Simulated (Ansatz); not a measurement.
`[NH2][Ga]([Cl])[Br]` + H₂ → `[NH2][GaH][Br]` + HCl at 298.15 K and 1 bar (hydrogenolysis of a Ga–Cl bond).

Gas-phase electronic energies from Ansatz, PBE0-D4/def2-TZVP geometries. CCSD(T)/CBS is the MP2 limit (def2-TZVPP, def2-QZVPP) plus CCSD(T) − MP2 in def2-TZVPP, frozen cores. This one scheme is used for every species. For Br, Ga outer-core shells are correlated without core-valence functions, which leaves a few kJ/mol of doubt a bond. Scalar relativity is left out up to krypton. Each species was taken in one conformer, which may not be the lowest.

```tsv
species	CCSD(T)/CBS energy (Eh)	H − E (kJ/mol)	S (J/(mol·K))
`[NH2][Ga]([Cl])[Br]`	-5013.08446	92.3	366.4
H₂	-1.17544	35.1	130.4
`[NH2][GaH][Br]`	-4553.84396	103.7	320.2
HCl	-460.38127	26.6	186.8
```

H − E and S are ideal-gas, rigid-rotor, harmonic terms from PBE0-D4/def2-TZVP, for one conformer and one mirror image of each species. The MP2-based limit puts H₂ 0.8 mEh under its directly extrapolated value; such offsets cancel only in part. 1 Eh = 2625.50 kJ/mol, R = 8.31446 J/(mol·K).

Problem. By hand: ΔE, ΔH, ΔS and ΔG.

Solution. ΔE = (-4553.84396) + (-460.38127) − (-5013.08446) − (-1.17544) = 0.03467 Eh = 91.0 kJ/mol. Δ(H − E) = 103.7 + 26.6 − 92.3 − 35.1 = 2.9, so ΔH = 93.9 kJ/mol. ΔS = 320.2 + 186.8 − 366.4 − 130.4 = 10.2 J/(mol·K). ΔG = 93.9 − 298.15 × (10.2)/1000 = 90.9 kJ/mol.

Problem. By hand: the equilibrium constant, and the temperature at which ΔG would vanish if ΔH and ΔS stayed fixed.

Solution. log₁₀ K = −ΔG/(RT ln 10) = -15.9. ΔG = 0 at ΔH/ΔS = 9206 K, far beyond where these terms or the molecules hold.

The number of gas molecules stays the same, so ΔS is small and ΔH decides. A doubt of 5 kJ/mol in ΔE shifts log₁₀ K by 0.9 here. Other conformers and mirror images would add mixing entropy, several J/(mol·K) or more a flexible species. Modes under 60 cm⁻¹, often nearly free rotors, make the harmonic entropy too high. These are equilibria of isolated gas molecules and say nothing of rates. Largest T1 diagnostic: 0.011 (customary marks: 0.02 for closed shells, 0.045 for open ones).
